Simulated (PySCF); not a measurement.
Spectra and structures to be paired. Computed with PySCF 2.14.0, density-fitted response routines, TDDFT B3LYP/def2-SVPD, vertical, gas phase, core orbitals frozen in the response. Geometries: GFN2-xTB; one conformer of each isolated species. Triplets are in the Tamm–Dancoff approximation.

A. `C#CC(F)(F)C(F)(F)F`
B. `C#C/C=C\CCl`
C. `[SiH2](/C=C\CF)S[SiH3]`

Lowest singlet levels (six at most, fewer where fewer were computed) with oscillator strengths:

1. 242 nm (f 0.020); 217 nm (f 0.014); 208 nm (f 0.000); 201 nm (f 0.000); 195 nm (f 0.000); 194 nm (f 0.001); T1 4.30 eV
2. 242 nm (f 0.025); 235 nm (f 0.288); 217 nm (f 0.002); 211 nm (f 0.009); 204 nm (f 0.004); 188 nm (f 0.010); T1 3.36 eV
3. 193 nm (f 0.000); 187 nm (f 0.000); 186 nm (f 0.001); 144 nm (f 0.007); 143 nm (f 0.096); 142 nm (f 0.055); T1 5.26 eV

**Question.** Match each spectrum to its molecule.

**Answer.** 1 = C, 2 = B, 3 = A.
- A: S1 at 6.43 eV, HOMO→LUMO (82%), HOMO-1→LUMO+1 (16%); Löwdin shares by element: HOMO carbon 88% or more; LUMO carbon 72% or more, hydrogen 8% (atoms not listed hold the other 21%); HOMO -9.26 and LUMO -1.05 eV; point group Cs, 2 of its 6 listed states under f = 0.0005.
- B: S1 at 5.11 eV, HOMO-1→LUMO (85%), HOMO→LUMO (10%); Löwdin shares by element: HOMO carbon 85% or more (atoms not listed hold the other 15%); LUMO carbon 72% or more (atoms not listed hold the other 28%); HOMO -7.13 and LUMO -1.63 eV.
- C: S1 at 5.12 eV, HOMO→LUMO (99%); Löwdin shares by element: HOMO sulfur 71%, silicon 19%; LUMO carbon 68%, silicon 12% or more (atoms not listed hold the other 20%); HOMO -6.77 and LUMO -0.91 eV; point group Cs, 3 of its 6 listed states under f = 0.0005.
B and C have S1 within 0.01 eV of each other; their strongest listed levels stand at 5.27 eV (f 0.288) and 5.12 eV (f 0.020).
